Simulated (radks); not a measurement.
Species: K12+. Configuration: [He] 2s2 2p3.

All-electron calculation, Dirac Kohn-Sham, BLYP, spin-unpolarised, spherical densities, finite nucleus; open shells fill j = l - 1/2 first; Fermi nuclear charge, rms radius 3.4349 fm. Program: a radial shooting solver on a logarithmic mesh with Libxc functionals.

Energy parts (eV):
part                      energy
total                 -13902.799
kinetic                14026.061
electron-nucleus      -29921.936
Hartree                 2586.014
exchange-correlation    -592.939

Orbitals (lengths in bohr, moments of r in powers of bohr; <r^-3> diverges for s and p1/2; r(max) is where P^2 peaks; r(90%) holds 90 % of the orbital's charge):
| orbital | occ. | eigenvalue (eV) | <r^4> | r(max) | <r^-3> | r(90%) |
|---|---|---|---|---|---|---|
| 1s1/2 | 2 | -3995.866 | 0.0001972 | 0.05296 | - | 0.144 |
| 2s1/2 | 2 | -733.1396 | 0.03956 | 0.3044 | - | 0.555 |
| 2p1/2 | 2 | -676.4872 | 0.02870 | 0.2446 | - | 0.512 |
| 2p3/2 | 1 | -672.9003 | 0.02929 | 0.2463 | 186.0 | 0.514 |
| 3s1/2 | 0 | -285.5925 | 1.227 | 0.8553 | - | 1.30 |
| 3p1/2 | 0 | -268.0306 | 1.190 | 0.8301 | - | 1.30 |
| 3p3/2 | 0 | -267.2227 | 1.204 | 0.8334 | 41.84 | 1.30 |

The highest occupied level is 2p3/2 at -672.90 eV. The electron density at the nucleus is 5233 e/bohr^3.
